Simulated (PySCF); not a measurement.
PySCF input file for C2H3BrF2, SMILES FC(F)(Br)C, PBE/pcSseg-1. Coordinates come from a PBE0-D3(BJ)/def2-SVP optimisation.

```python
import numpy as np
from pyscf import gto, scf, dft
from pyscf.prop.nmr import rks as nmr

mol = gto.M(
    atom='''
    C    -1.29709932    1.44659382    0.00000002
    C     0.06622853    0.82114542   -0.00000000
    F     0.76559115    1.18969695    1.07704300
    F     0.76559111    1.18969695   -1.07704302
    Br   -0.04354976   -1.13843825    0.00000000
    H    -1.85112300    1.14245726    0.89611202
    H    -1.85112303    1.14245726   -0.89611197
    H    -1.16892817    2.53944357    0.00000001
    ''',
    basis='pcSseg-1',
    charge=0,
    spin=0,
    max_memory=1600,
    verbose=3,
)
mf = dft.RKS(mol, xc='pbe')
mf.grids.level = 3
mf.conv_tol = 1e-10
mf.max_cycle = 100
mf.kernel()
n = nmr.NMR(mf)
n.verbose = 2
n.max_cycle_cphf = 60
sigma = n.kernel()
print('atom   isotropic/ppm   span/ppm')
for i, s in enumerate(sigma):
    w = np.linalg.eigvalsh((s + s.T) / 2)
    print(f'{mol.atom_symbol(i):2s}{i + 1:3d} {w.mean():14.3f} {w[2] - w[0]:11.3f}')
```

It prints:

```
converged SCF energy = -2850.9037139877
atom   isotropic/ppm   span/ppm
C   1        145.352      57.599
C   2         33.319      26.171
F   3        201.687     137.693
F   4        201.687     137.693
Br  5       1657.588    2034.152
H   6         29.052       8.101
H   7         29.052       8.101
H   8         29.303       9.736
```

The run converged.
